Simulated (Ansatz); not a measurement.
Reaction (ligand exchange at a B–C bond): `BCC(B)C` + `NB(O)Cl` → `BOB(N)Cl` + `BC(C)C`

Isolated molecules relaxed with PBE0-D4/def2-TZVP in Ansatz; ΔE leaves out vibrations. CCSD(T)/CBS is the MP2 limit (def2-TZVPP, def2-QZVPP) plus CCSD(T) − MP2 in def2-TZVPP, frozen cores. DFT in def2-TZVPP. One conformer a species, not always the lowest.

Q: Is it downhill or uphill in electronic energy at CCSD(T)/CBS, and by how much? (Estimate.)

A: Computed: Downhill: ΔE = -98.8 kJ/mol.

Q: What do these levels give: PBE0-D4, CCSD/def2-TZVPP, CCSD(T)/def2-TZVPP, MP2/def2-QZVPP, SCS-MP2/def2-QZVPP, MP2/CBS(def2)? (An estimate is asked.)

A: Computed: PBE0-D4 -83.4, CCSD/def2-TZVPP -110.8, CCSD(T)/def2-TZVPP -100.8, MP2/def2-QZVPP -87.2, SCS-MP2/def2-QZVPP -106.6, MP2/CBS(def2) -86.3 kJ/mol.

Largest T1 diagnostic among the species: 0.012.

The D4 term adds +5.0 kJ/mol with B3LYP and +2.5 kJ/mol with PBE0; it sums over pairs of atoms, weighted by their polarisabilities, and B3LYP, whose exchange is more repulsive, gets the larger term. From PBE to PBE0 (25 % exact exchange), in def2-TZVPP and without D4, ΔE moves by −6.5 kJ/mol.

B3LYP here is the variant with VWN-RPA as its local correlation; programs differ in this.
